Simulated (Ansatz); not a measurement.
C2H6O2Si (`C1OC[SiH2]O1`). Total charge 0; spin multiplicity 1.

| atom | x (Å) | y (Å) | z (Å) |
| --- | --- | --- | --- |
| C1 | 0.9322 | -0.8541 | -0.6633 |
| O2 | 0.1374 | -1.2738 | 0.4100 |
| C3 | -0.3748 | -0.1371 | 1.1071 |
| Si4 | -0.7162 | 1.0294 | -0.3460 |
| O5 | 0.3036 | 0.1984 | -1.3583 |
| H6 | 1.0533 | -1.7101 | -1.3292 |
| H7 | 1.9141 | -0.5073 | -0.3041 |
| H8 | 0.3728 | 0.2647 | 1.8056 |
| H9 | -1.2411 | -0.4646 | 1.6809 |
| H10 | -2.1066 | 1.0218 | -0.8636 |
| H11 | -0.2748 | 2.4327 | -0.1393 |

Question: Give the diagnostics of a CCSD(T)/def2-TZVPP run (frozen core, Ansatz). (Estimate.)

Answer: Ansatz gave: T1 = 0.0125, largest single amplitude 0.017, largest double 0.010, (T) share of the correlation energy 3.8 %, 10 CCSD cycles. The RHF solution is stable towards an unrestricted one. T1 lies under the customary mark of 0.02 for closed shells.
